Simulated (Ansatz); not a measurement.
Consider the formal exchange of groups at a C–O bond: `C[O][GeH]([Cl])[O]C` + `BCBF` → `BCB(C)F` + `C[O][GeH]([OH])[Cl]`.

Calculated with Ansatz (gas phase, PBE0-D4/def2-TZVP geometries, no zero-point term in ΔE). CBS: MP2 limit from def2 TZ/QZ plus the TZ coupled-cluster correction, frozen cores. DFT in def2-TZVPP. B3LYP here is the variant with VWN-RPA as its local correlation; programs differ in this. For Ge outer-core shells are correlated without core-valence functions, which leaves a few kJ/mol of doubt a bond. Scalar relativity is left out up to krypton. Each species was taken in one conformer, which may not be the lowest.

```csv
level,ΔE (kJ/mol),difference from CCSD(T)/CBS
PBE-D4,-109.8,-0.7
r2SCAN-D4,-112.9,-3.8
PBE0-D4,-111.6,-2.5
B3LYP-D4,-103.4,5.7
ωB97X-V,-104.7,4.4
ωB97M-V,-110.1,-1.0
B2PLYP,-106.2,2.9
PBE,-110.6,-1.5
r2SCAN,-113.2,-4.1
PBE0,-112.4,-3.3
B3LYP,-104.6,4.5
HF/def2-TZVPP,-97.1,12.0
MP2/def2-TZVPP,-111.5,-2.4
SCS-MP2/def2-TZVPP,-104.1,5.0
CCSD/def2-TZVPP,-106.7,2.4
CCSD(T)/def2-TZVPP,-106.9,2.2
HF/def2-QZVPP,-96.6,12.5
MP2/def2-QZVPP,-112.5,-3.4
SCS-MP2/def2-QZVPP,-105.6,3.5
HF/CBS(def2),-96.6,12.5
MP2/CBS(def2),-113.6,-4.5
CCSD/CBS(def2),-108.9,0.2
CCSD(T)/CBS,-109.1,0
```

Largest T1 diagnostic among the species: 0.013.

In def2-TZVPP, CCSD(T) changes the Hartree–Fock value by −9.8 kJ/mol (the triples alone add −0.2 kJ/mol) and MP2 by −14.4 kJ/mol.
